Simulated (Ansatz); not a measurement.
Born–Oppenheimer molecular dynamics of Cl$_{5}$FMo (7 atoms, charge 0, multiplicity 1). It starts from a relaxed structure.

These are results of Ansatz, RKS BLYP-D4/def2-SVP, not measurements.

```json
{
  "ensemble": "NVT, Nosé–Hoover chain",
  "time step": "2 fs",
  "steps asked": "150",
  "set temperature": "500 K",
  "thermostat": "time constant 100 fs, chain length 3 (defaults)",
  "seed": "57886"
}
```

First frame:

```xyz
7
Properties=species:S:1:pos:R:3
Mo 0.000 0.000 -0.045
F 0.000 0.000 1.833
Cl 2.333 0.000 0.009
Cl 0.000 2.333 0.009
Cl -2.333 0.000 0.009
Cl 0.000 -2.333 0.009
Cl 0.000 0.000 -2.363
```

(1) How far do the bonds stretch over the last three quarters of this one trajectory? (Pairs bonded in most of those frames.)

Answers

(1) 
| bond | mean (Å) | spread (Å) | shortest | longest |
| --- | --- | --- | --- | --- |
| Mo1–F2 | 1.880 | 0.020 | 1.85 | 1.91 |
| Mo1–Cl3 | 2.339 | 0.036 | 2.27 | 2.40 |
| Mo1–Cl4 | 2.364 | 0.105 | 2.20 | 2.54 |
| Mo1–Cl5 | 2.333 | 0.027 | 2.28 | 2.39 |
| Mo1–Cl6 | 2.332 | 0.023 | 2.29 | 2.39 |
| Mo1–Cl7 | 2.343 | 0.095 | 2.19 | 2.49 |

Mean temperature of the second half: 480 K. The conserved energy stayed within 0.27 meV per atom of its start (net change 0.22 meV per atom), so the integration is sound. A run of 0.3 ps of so small a system gives no equilibrium averages.

Run time: 7.5 min on 4 threads of Intel(R) Xeon(R) Platinum 8259CL CPU @ 2.50GHz (Skylake/Cascade Lake), on a shared host, peak memory 0.28 GiB.
